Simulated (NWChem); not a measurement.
CH2ClFO2Si; SMILES O=C(O)[Si@H](F)Cl

```xyz
8

O      0.2822    -1.7978    -1.2944
C      0.0984    -1.4025    -0.1664
O      0.3873    -2.1307     0.9394
Si    -0.6105     0.3221     0.2854
F     -1.4074     0.8420    -1.0026
Cl     0.9688     1.5817     0.6680
H      0.7672    -2.9821     0.6364
H     -1.5139     0.3030     1.4506
```
Atoms are numbered in this order, from 1.

Level: B3LYP/6-31G* (spherical d) (NWChem), optimised geometry, unscaled harmonic frequencies. 

```
frequency (cm⁻¹)  IR intensity (km/mol)
----------------  ---------------------
25                                  0.8
121                                 1.1
164                                 1.0
236                                 5.6
332                                15.1
435                                25.4
510                                50.2
569                               138.4
689                                60.3
714                               106.7
812                               170.0
842                                49.4
952                               206.0
1155                              178.5
1327                               10.0
1819                              227.2
2330                              107.7
3614                               43.0
```

```json
{
  "zero_point_energy": "23.8 kcal/mol",
  "thermal correction to the enthalpy at 298.15 K (with zero-point energy)": "28.8 kcal/mol",
  "heat capacity Cv": "22.6 cal/(mol K)",
  "entropy at 298.15 K and 1 atm (symmetry number 1)": "86.7 cal/(mol K)",
  "dipole_moment": "2.52 D"
}
```

Rigid rotor and harmonic oscillator; modes under 100 cm⁻¹ make the entropy uncertain.
